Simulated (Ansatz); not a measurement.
Isolated molecules relaxed with PBE0-D4/def2-TZVP in Ansatz; ΔE leaves out vibrations. CCSD(T)/CBS is the MP2 limit (def2-TZVPP, def2-QZVPP) plus CCSD(T) − MP2 in def2-TZVPP, frozen cores. This one scheme is used for every species, atoms too. Functionals use def2-TZVPP. Open shells (•) are unrestricted, without spin–orbit coupling. Spin–orbit coupling would lower the free atoms: a little for B, C, O, Si. One conformer a species, not always the lowest.

Consider the atomization: `OC[SiH]1BO1` → B• + C• + 5 H• + 2 O• + Si•.

Task: What is ΔE at CCSD(T)/CBS? (Best estimate.)

Result: Computed: +898.3 kcal/mol.

Task: What do these levels give: PBE-D4, ωB97M-V, SCS-MP2/def2-TZVPP, CCSD/def2-TZVPP, HF/CBS(def2), MP2/CBS(def2)? (An estimate is asked.)

Result: Ansatz gave: PBE-D4 921.2, ωB97M-V 903.4, SCS-MP2/def2-TZVPP 887.1, CCSD/def2-TZVPP 857.0, HF/CBS(def2) 639.4, MP2/CBS(def2) 920.6 kcal/mol.

Largest T1 diagnostic among the species: 0.015.

In def2-TZVPP, CCSD(T) changes the Hartree–Fock value by +235.3 kcal/mol (the triples alone add +15.8 kcal/mol) and MP2 by +257.6 kcal/mol; breaking electron pairs costs correlation energy, which Hartree–Fock lacks. The D4 term adds +7.1 kcal/mol with B3LYP and +3.7 kcal/mol with PBE0; it sums over pairs of atoms, weighted by their polarisabilities, and B3LYP, whose exchange is more repulsive, gets the larger term.

B3LYP here is the variant with VWN-RPA as its local correlation; programs differ in this.

For atomizations the MP2-based limit and the directly extrapolated one differ by several kJ/mol either way, and by 10 to 25 for some Ge, Se and Sn compounds, so smaller differences from it don't rank the levels.
